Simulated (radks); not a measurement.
Charge is removed step by step from the 5s1/2 level of Dy6+, starting from [Kr] 4d10 4f8 5s2 5p4. All-electron calculation, Dirac Kohn-Sham, PBE, spin-unpolarised, spherical densities, point nucleus; open shells are shared between the two j in proportion to 2j + 1. Program: a radial shooting solver on a logarithmic mesh with Libxc functionals.

[
 {"removed (e)": "0", "E - E(0) (eV)": "0.000", "eigenvalue (eV)": "-127.08", "E minus straight line (eV)": "0.000"},
 {"removed (e)": "0.1", "E - E(0) (eV)": "12.795", "eigenvalue (eV)": "-128.82", "E minus straight line (eV)": "-0.788"},
 {"removed (e)": "0.2", "E - E(0) (eV)": "25.764", "eigenvalue (eV)": "-130.56", "E minus straight line (eV)": "-1.403"},
 {"removed (e)": "0.3", "E - E(0) (eV)": "38.908", "eigenvalue (eV)": "-132.31", "E minus straight line (eV)": "-1.843"},
 {"removed (e)": "0.4", "E - E(0) (eV)": "52.227", "eigenvalue (eV)": "-134.06", "E minus straight line (eV)": "-2.108"},
 {"removed (e)": "0.5", "E - E(0) (eV)": "65.721", "eigenvalue (eV)": "-135.82", "E minus straight line (eV)": "-2.198"},
 {"removed (e)": "0.6", "E - E(0) (eV)": "79.390", "eigenvalue (eV)": "-137.58", "E minus straight line (eV)": "-2.112"},
 {"removed (e)": "0.7", "E - E(0) (eV)": "93.236", "eigenvalue (eV)": "-139.34", "E minus straight line (eV)": "-1.849"},
 {"removed (e)": "0.8", "E - E(0) (eV)": "107.26", "eigenvalue (eV)": "-141.11", "E minus straight line (eV)": "-1.410"},
 {"removed (e)": "0.9", "E - E(0) (eV)": "121.46", "eigenvalue (eV)": "-142.89", "E minus straight line (eV)": "-0.794"},
 {"removed (e)": "1", "E - E(0) (eV)": "135.84", "eigenvalue (eV)": "-144.66", "E minus straight line (eV)": "0.000"}
]

Removing the whole electron costs 135.84 eV by Delta-SCF, against 127.08 eV from minus the eigenvalue at the starting occupation. Slater's transition state (half an electron removed) gives 135.82 eV. Integrating minus the eigenvalue over the occupation (Janak's theorem) gives 135.84 eV. The mean slope of the eigenvalue, de/dn, is 17.6 eV per electron.
